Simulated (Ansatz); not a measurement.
Si(F)(Br)(OH)2 (BrFH2O2Si), SMILES O[Si](O)(F)Br. Atoms are numbered in the order given.

```xyz
7

O     -0.1615     2.0189     0.2325
Si    -0.5497     0.4405     0.3776
O     -2.0522     0.2205    -0.2408
F     -0.5331    -0.0196     1.9240
Br     0.9853    -0.7774    -0.6226
H     -0.9018     2.6322     0.1454
H     -2.4438    -0.6601    -0.2040
```

Coordinates come from a r2SCAN-D4/def2-SVP optimisation. The structure was generated by enumeration, and PubChem lists no compound with its InChIKey, so it may never have been made. One conformer was computed; it need not be the lowest.

Two levels are set side by side: PBE-D3(BJ)/def2-SVP (Ansatz, a first-principles code) and r2SCAN-D4/def2-SVP (Ansatz). Each level has its own optimised geometry; the coordinates shown are those of the second. Differences are taken from unrounded values.

| quantity | r2SCAN-D4 | PBE-D3(BJ) | PBE-D3(BJ) minus r2SCAN-D4 |
|---|---|---|---|
| mean bond length (Å) | 1.502 | 1.515 | 0.013 |
| bond O1–Si2 (Å) | 1.632 | 1.648 | 0.016 |
| bond Si2–O3 (Å) | 1.640 | 1.656 | 0.016 |
| bond Si2–F4 (Å) | 1.614 | 1.629 | 0.016 |
| bond Si2–Br5 (Å) | 2.200 | 2.210 | 0.011 |
| bond O1–H6 (Å) | 0.965 | 0.974 | 0.009 |
| bond O3–H7 (Å) | 0.964 | 0.973 | 0.009 |

Here PBE gives about what the other level gives.
